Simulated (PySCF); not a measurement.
## TcBr2, sextet: structure and spectrum

Level of theory: PySCF, UPBE0, basis Tc def2-SVP with ECP28, Br def2-SVP (scalar-relativistic core potentials, no spin–orbit coupling, density fitting).

The structure is a minimum.

```xyz
3
charge 0 multiplicity 6, angstrom
Tc    0.0000    0.0000    0.0000
Br    2.4338    0.0000    0.0000
Br   -2.4338    0.0000    0.0000
```

| Property | Result |
| --- | --- |
| Point group | D∞h |
| Bond lengths | Tc–Br 2.434 Å (×2) |
| Bond angles | Br–Tc–Br 180.0° |
| Entropy at 298.15 K and 1 bar (electronic part: spin only) | 329.6 J/(mol K) |
| Spin squared ⟨S²⟩ | 8.764 |
| Atomisation energy without zero-point energy | 751 kJ/mol |
| Enthalpy at 298.15 K above 0 K | 15.58 kJ/mol |
| Principal polarisabilities | 46.3, 46.3, 114.2 bohr³ |
| Principal quadrupole moments (Buckingham, traceless) about the centre of mass | -12.35, 6.17, 6.17 D Å |
| Zero-point energy | 3.7 kJ/mol |
| Dipole moment | 0.00 D |
| Highest occupied level (α) | -7.52 eV |
| Heat capacity Cp at 298.15 K | 60.1 J/(mol K) |
| Rotational constants | 0.01803 cm⁻¹ |
| Lowest empty level (β) | -3.49 eV |
| Rotational symmetry number | 2 |

Harmonic modes (masses in u: Tc 98.907, Br 78.918):
| symmetry | ω (cm⁻¹) | IR (km/mol, summed over degenerate members) | μ (u) |
| --- | --- | --- | --- |
| πu | 44 | 10.8 | 90.11 |
| σg+ | 214 | 0.0 | 78.92 |
| σu+ | 321 | 93.8 | 90.11 |

In D∞h the vibrations span πu + σg+ + σu+. The σg+ mode carries no infrared intensity, as symmetry demands. With a centre of inversion only u modes can be infrared active and only g modes Raman active.

Charges (e):
| atom | Mulliken | Löwdin | polar tensor | spin (Mulliken) | Mayer order to Tc1 |
| --- | --- | --- | --- | --- | --- |
| Tc1 | 0.48 | -0.08 | 1.19 | 4.76 | – |
| Br2,3 | -0.24 | 0.04 | -0.60 | 0.12 | 1.19 |

Mulliken populations on Tc1 (electrons outside its core potential): s 2.66, p 6.39, d 5.47, f 0.01.

Outer orbital energies (eV). α occupied: -10.12, -10.12, -9.14, -8.73, -8.73, -8.40, -7.52, -7.52; empty: -0.74, -0.73, -0.73, 1.31. β occupied: -21.14, -20.85, -10.66, -9.05, -8.86, -8.86, -8.39, -8.39; empty: -3.49, -3.23, -3.23, -3.04.

Formally Tc is in oxidation state +2, d5, with 5 unpaired electrons (the high-spin count). The Mulliken spin on Tc is 4.76. The polar-tensor charge on Tc, 1.19, is far below the formal one.

This need not be the most stable arrangement of these atoms. Other spin states or occupations of the open shell can lie lower.

The final relaxation and frequency run took 54 s on 4 threads of a shared Intel Xeon @ 2.50GHz (Skylake/Cascade Lake) host, with 95 basis functions and 6 gradients; the process peaked at 0.91 GiB. Launch command: `OMP_NUM_THREADS=4 python axn.py task.json out`.
